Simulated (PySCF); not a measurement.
C2H6N2OSi. Atoms are numbered in the order given.

```xyz
12

C     -2.4340     0.8946    -0.1857
N     -1.7743    -0.1529     0.5758
Si    -0.4310    -1.0727     0.0274
N      1.0582    -0.1791    -0.0810
C      2.0437     0.4986    -0.1546
O      3.0114     1.1591    -0.2256
H     -3.5120     0.9382     0.0452
H     -2.0107     1.9032    -0.0142
H     -2.3440     0.6833    -1.2635
H     -1.9163    -0.0822     1.5792
H     -0.2088    -2.1710     1.0004
H     -0.7097    -1.5609    -1.3471
```

Geometry: B3LYP-D3(BJ)/def2-SVP. The structure was generated by enumeration, and PubChem lists no compound with its InChIKey, so it may never have been made. One conformer was computed; it need not be the lowest.

Vertical ionisation energy (IE) and electron affinity (EA) in eV. Rows of orbital energies are one-electron estimates. Where ΔSCF, EOM or ADC give a negative EA the extra electron is unbound and the value depends on the basis.

```
level                                              IE    EA
-----------------------------------------------  ----  ----
−ε(HOMO), −ε(LUMO), CAM-B3LYP/def2-TZVP (PySCF)     …     …
−ε(HOMO), −ε(LUMO), PBE/def2-TZVP (PySCF)        5.92  0.66
```

Problem. What belongs in the gaps? (Estimate from the structure and the level; the computed values follow.)

Solution. 
- −ε(HOMO), −ε(LUMO), CAM-B3LYP/def2-TZVP (PySCF), IE: 8.72
- −ε(HOMO), −ε(LUMO), CAM-B3LYP/def2-TZVP (PySCF), EA: -1.17
